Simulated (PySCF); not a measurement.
# Vibration and rotation of KLi

RHF-CCSD(T) constants of KLi, ¹Σ⁺ (singlet), closed shell (PySCF, spin-free X2C with a Gaussian nucleus, basis sets K x2c-SVPall, Li x2c-SVPall; masses 38.9637 and 7.0160 u):

```
ωe           : 198.2 cm⁻¹
ωexe         : 1.21 cm⁻¹
Be           : 0.23867 cm⁻¹
αe           : 0.00153 cm⁻¹
De to K + Li : 0.67 eV
```

(1) What force constant and bond length do these constants imply?

(2) Estimate the centrifugal constant D from the Kratzer relation and find the Dunham coefficient a1.

Correlated steps freeze 5 core orbitals. Correlated levels converge slowly with the basis: in double zeta they bind strong bonds too weakly, by up to about 1 eV, and carry superposition errors of some tenths. Where the molecule has an RHF reference, its open-shell atoms are computed with UHF.

Answers

(1) Reduced mass μred = 5.9454 u; k = 5.8918×10⁻⁷·μred·ωe² (u, cm⁻¹, mdyn/Å) = 0.138 mdyn/Å; Re = √(16.8576/(μred·Be)) (u, cm⁻¹, Å) = 3.447 Å.

(2) D = 4Be³/ωe² = 1.38e-06 cm⁻¹; a1 = −1 − αeωe/(6Be²) = -1.89.
